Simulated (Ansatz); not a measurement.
Consider the isomerisation: `FCOC[SiH3]` → `C[SiH2]C(O)F`.

Gas-phase electronic energies from Ansatz, PBE0-D4/def2-TZVP geometries. CCSD(T)/CBS adds triple-zeta CCSD(T) − MP2 to the extrapolated MP2 energy (def2 sets, frozen cores). Functionals use def2-TZVPP. B3LYP here is the variant with VWN-RPA as its local correlation; programs differ in this. One conformer a species, not always the lowest.

Is it downhill or uphill in electronic energy at CCSD(T)/CBS, and by how much? (Estimate.)

Computed: Downhill: ΔE = -80.1 kJ/mol.

What do these levels give: PBE-D4, r2SCAN-D4, B3LYP-D4, ωB97X-V, ωB97M-V, B2PLYP, PBE0, HF/def2-TZVPP, CCSD(T)/def2-TZVPP, MP2/def2-QZVPP, SCS-MP2/def2-QZVPP, HF/CBS(def2)? (Best estimate.)

The calculation gave: PBE-D4 -78.2, r2SCAN-D4 -79.4, B3LYP-D4 -75.0, ωB97X-V -74.5, ωB97M-V -79.4, B2PLYP -76.6, PBE0 -79.4, HF/def2-TZVPP -67.9, CCSD(T)/def2-TZVPP -75.1, MP2/def2-QZVPP -83.6, SCS-MP2/def2-QZVPP -78.0, HF/CBS(def2) -68.0 kJ/mol.

Largest T1 diagnostic among the species: 0.012.

In def2-TZVPP, CCSD(T) changes the Hartree–Fock value by −7.2 kJ/mol (the triples alone add +0.1 kJ/mol) and MP2 by −12.8 kJ/mol.
